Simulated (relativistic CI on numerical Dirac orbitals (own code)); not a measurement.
Computed by Dirac-Coulomb-Breit CI, orbitals from a KLI potential per configuration, model QED (radiative potential, 1s self-energy scaled to tabulated hydrogen-like ionisation energies), unscaled Slater integrals (own radial code, finite nucleus).

Configuration list (outside the closed core [Ne]): 3s², 3s3p, 3p², 3s3d, 3d², 3p3d, 3p4s, 3d4s, 3s4s, 3s4p, 3s4d, 3s4f, 3s5s, 3s5p, 3s5d, 4s², 3s5f, 3s5g, 3s6s, 3s6p, 3s6d. Levels of other configurations are missing.

At this charge energies of transitions that change n are usually good to better than 1 %, and those within a shell (Δn = 0) to a few per cent.

Outline of the computed level scheme of W LXIII. Lowest level of each configuration: 3s² ¹S0 at 0.00 eV; 3s3p ³P°0 at 139.33 eV; 3p² ³P0 at 333.64 eV; 3s3d ³D1 at 722.78 eV; 3p3d ³F°2 at 873.02 eV; 3d² ³F2 at 1459.26 eV; 3s4s ³S1 at 3202.57 eV; 3s4p ³P°0 at 3275.55 eV; 3p4s ³P°1 at 3367.10 eV.

Some strong electric-dipole decays among the lowest 43 levels: 3s4s ¹S0 → 3s3p ¹P°1 (5.0e+13 s⁻¹); 3p4s ³P°0 → 3p² ³P1 (4.7e+13 s⁻¹); 3s4p ¹P°1 → 3s² ¹S0 (4.7e+13 s⁻¹); 3s4s ³S1 → 3s3p ³P°2 (4.1e+13 s⁻¹); 3s4p ³P°1 → 3s² ¹S0 (3.9e+13 s⁻¹); 3p4s ³P°1 → 3p² ¹D2 (3.2e+13 s⁻¹); 3s4s ¹S0 → 3s3p ³P°1 (1.3e+13 s⁻¹); 3s4s ³S1 → 3s3p ³P°1 (1.2e+13 s⁻¹).

LS names give the leading component of a level, which can be under half, so a name can repeat, a term be missing and a line seem to break the LS rules.
